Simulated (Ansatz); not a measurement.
Total energies of C$_{3}$H$_{4}$FGe, SMILES `C#[C][Ge]([CH3])[F]` radical.

Cartesian coordinates in Å:
```
C 0.990 -0.164 2.468
C 0.719 0.199 1.348
Ge 0.523 0.744 -0.461
C -0.618 -0.476 -1.472
F -0.322 2.274 -0.401
H 1.208 -0.480 3.463
H -1.608 -0.461 -1.011
H -0.688 -0.153 -2.509
H -0.204 -1.483 -1.424
```

Total charge 0; spin multiplicity 2. Correlated methods include outer-core shells of Ge, which these sets cover unevenly. Scalar relativity is left out up to krypton. All single points use the PBE0-D4/def2-TZVP geometry. Basis def2-TZVPP, the Gaussian-basis code of Ansatz.

RPA on PBE orbitals: Hartree–Fock energy of these orbitals -2290.71576 Eh, correlation -1.49908 Eh (frozen core).

```json
{"functional": "revPBE", "energy without D4 (Eh)": "-2293.37799", "D4 term (kJ/mol)": "-50.3"}
{"functional": "r2SCAN", "energy without D4 (Eh)": "-2293.48412", "D4 term (kJ/mol)": "-4.2"}
{"functional": "B97M-V", "energy without D4 (Eh)": "-2293.18175", "D4 term (kJ/mol)": "–"}
{"functional": "PBE0", "energy without D4 (Eh)": "-2293.09894", "D4 term (kJ/mol)": "-14.7"}
{"functional": "B3LYP", "energy without D4 (Eh)": "-2293.65588", "D4 term (kJ/mol)": "-28.0"}
{"functional": "r2SCANh", "energy without D4 (Eh)": "-2293.46426", "D4 term (kJ/mol)": "-4.5"}
{"functional": "r2SCAN0", "energy without D4 (Eh)": "-2293.43612", "D4 term (kJ/mol)": "-5.0"}
{"functional": "HSE06 (plane-wave form)", "energy without D4 (Eh)": "-2293.08888", "D4 term (kJ/mol)": "-13.7"}
{"functional": "BHLYP", "energy without D4 (Eh)": "-2293.47486", "D4 term (kJ/mol)": "-22.3"}
{"functional": "LC-ωPBE", "energy without D4 (Eh)": "-2293.18501", "D4 term (kJ/mol)": "–"}
{"functional": "ωB97X-V", "energy without D4 (Eh)": "-2293.34098", "D4 term (kJ/mol)": "–"}
{"functional": "ωB97M-V", "energy without D4 (Eh)": "-2293.41305", "D4 term (kJ/mol)": "–"}
{"functional": "B2PLYP", "energy without D4 (Eh)": "-2293.08261", "D4 term (kJ/mol)": "–"}
{"functional": "PBE-QIDH", "energy without D4 (Eh)": "-2292.74162", "D4 term (kJ/mol)": "–"}
```

**Question.** Give the same for LDA (SPW92), PBE, BLYP, CAM-B3LYP. (Estimate.)

**Answer.** The calculation gave: 
| functional | energy without D4 (Eh) | D4 term (kJ/mol) |
| --- | --- | --- |
| LDA (SPW92) | -2288.71092 | – |
| PBE | -2293.03668 | -17.3 |
| BLYP | -2293.60789 | -37.8 |
| CAM-B3LYP | -2293.63497 | -15.0 |

B3LYP takes the VWN-RPA correlation (the form of Gaussian; ORCA's B3LYP/G). HSE06 is the plane-wave form, built on full-range PBE exchange. The double hybrids freeze the cores in their second-order part.

LC-ωPBE has ω = 0.4 bohr⁻¹.
